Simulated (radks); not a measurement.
The nuclear charge of neutral zinc is varied continuously with 30 electrons held in [Ar] 3d10 4s2. All-electron calculation, scalar-relativistic Kohn-Sham, LDA (Slater exchange, Perdew-Wang correlation), spin-polarised, spherical densities, finite nucleus; Fermi nuclear charge, rms radius 3.9283 fm. Program: a radial shooting solver on a logarithmic mesh with Libxc functionals. By the Hellmann-Feynman theorem dE/dZ = E(electron-nucleus)/Z, the electronic potential at the nucleus (averaged over a nucleus of fixed radius). The scalar-relativistic energy here is not variational (the density holds large components alone), so the two differ by a part that grows with Z.

Z     E (hartree)  E(electron-nucleus)/Z (hartree)  HOMO  e(HOMO) (eV)  <r> HOMO (bohr)
29.8  -1764.58369                         -142.824    4s        -4.488            2.753
30    -1793.31147                         -144.139    4s        -6.219            2.630
30.2  -1822.30281                         -145.452    4s        -8.079            2.524
30.4  -1851.55724                         -146.762    4s       -10.057            2.431
30.6  -1881.07438                         -148.071    4s       -12.149            2.347
30.8  -1910.85391                         -149.378    4s       -14.349            2.272
31    -1940.89558                         -150.684    4s       -16.654            2.204

The central difference of E at Z = 30 is -144.298 hartree, to compare with the third column; the second derivative is -6.59 hartree.
